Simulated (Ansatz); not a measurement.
Geometry optimisation, Ansatz, RKS PBE0-D4/def2-SVP.

The input (input.yaml):

```yaml
crystal:
  periodic: [false, false, false]
  atoms:
    - { symbol: In, position_ang: [0.0, 0.0, 0.0] }
    - { symbol: Cl, position_ang: [0.0, 0.0, 2.79] }
    - { symbol: Cl, position_ang: [2.113, 0.0, -1.22] }
    - { symbol: C, position_ang: [-1.8879, 0.0, -1.09] }
    - { symbol: H, position_ang: [-2.448, -0.9305, -0.8608] }
    - { symbol: H, position_ang: [-2.492, 0.8797, -0.7846] }
    - { symbol: H, position_ang: [-1.6862, 0.0508, -2.1803] }
    - { symbol: F, position_ang: [0.4627, -2.0358, 0.6937] }
    - { symbol: H, position_ang: [0.3397, -1.4948, 1.885] }
basis:
  gaussian: { orbitals: def2-SVP }
hamiltonian:
  xc: pbe0
  dispersion: d4
relax:
  f_tol: 0.15
  max_steps: 25
  restrain:
    - { distance: [0, 7], at: 1.9, k: 30.0 }
    - { distance: [8, 1], at: 1.37, k: 30.0 }
    - { distance: [0, 1], at: 3.64, k: 30.0 }
    - { distance: [8, 7], at: 2.12, k: 30.0 }
output:
  orbitals: {}
```

Run as:

```bash
$ ansatz run input.yaml --threads 2 --pin off --max-ram 3072MiB --backend cpu --events-out ev --progress --plain --runs-dir out
```

Q: Where does it end, and by what steps?

A: The forces met the threshold. The restraints hold the end off the free minimum; the threshold counts their pulls, which the force column leaves out. Restrained pairs: In1–F8 (2.20 → 1.94 Å), Cl2–H9 (1.78 → 1.34 Å), In1–Cl2 (2.79 → 3.63 Å), F8–H9 (1.31 → 2.11 Å). After 7 steps the energy has fallen by 0.401 eV (the restraints' own energy left out); In1 moved furthest, 0.82 Å.

```
step  energy less start (eV)  largest force component (eV/Å)  accepted
   0                  0.0000                           2.882       yes
   1                  0.2043                           2.346       yes
   2                  0.0052                           1.870       yes
   3                 -0.1736                           1.115       yes
   4                 -0.3121                           0.980       yes
   5                 -0.3075                           1.734        no
   6                 -0.3748                           1.119       yes
   7                 -0.4014                           1.003       yes
```

```xyz
9
Properties=species:S:1:pos:R:3
In 0.109 -0.543 -0.601
Cl -0.081 -0.079 2.997
Cl 2.193 0.304 -1.246
C -1.886 -0.031 -1.148
H -2.533 -0.873 -0.869
H -2.195 0.879 -0.612
H -1.924 0.144 -2.233
F 0.448 -2.092 0.511
H 0.271 -1.239 2.434
```

Time of the run: 35 s on 2 threads of Arm Neoverse V1, with other jobs on the host, peak memory 0.28 GiB.
